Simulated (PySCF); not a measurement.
# [La(OH)2]+ at several levels of theory

Computed with PySCF 2.14.0 (density fitting, no spin-orbit coupling) at the geometry relaxed with PBE0:

```xyz
5
[La(OH)2]+ (singlet)
La    0.0000    0.0000   -0.6712
O     1.6809   -0.0347    0.5290
H     2.3190   -0.0468    1.2519
O    -1.6809    0.0347    0.5290
H    -2.3190    0.0468    1.2519
```

```
    level                                              basis    state  HOMO (eV)  gap (eV)  charge on La1 (e)  population of f-type functions on La1 (polarisation alone where 4f lies in the core)  dipole about the centre of mass (D)  largest force component (eV/Å)
     PBE0  La lcecp-1-SVP with ECP46, O def2-SVP, H def2-SVP  singlet     -13.27      6.85               1.49                                                                                  0.10                                 2.82                            0.00
    M06-L                                           the same  singlet     -11.82      5.55               1.55                                                                                  0.09                                 2.91                            0.45
CAM-B3LYP                                           the same  singlet     -14.65      8.93               1.49                                                                                  0.11                                 2.97                            0.20
```

In the lcecp rows the 4f levels are missing from HOMO and gap, and the state counts the valence alone.

Charges are Mulliken's, which hang on the basis. The relaxation used the grid (50, 194), these runs (75, 302) or, all-electron (x2c bases, spin-free X2C Hamiltonian), (99, 590).

What does PBE0 with La lcecp-1-TZVP with ECP46, O def2-TZVP, H def2-TZVP give here?

state singlet, HOMO (eV) -13.36, gap (eV) 6.97, charge on La1 (e) 1.78, population of f-type functions on La1 (polarisation alone where 4f lies in the core) 0.13, dipole about the centre of mass (D) 3.06, largest force component (eV/Å) 0.22. Time: 6.5 s on 2 threads of Arm Neoverse V1, on a shared host, from free ions and atoms.

In the first row's basis the gap widens with exact exchange: 5.5 eV for M06-L (none); 6.8 eV for PBE0 (a fixed share); 8.9 eV for CAM-B3LYP (rising or full at long range).
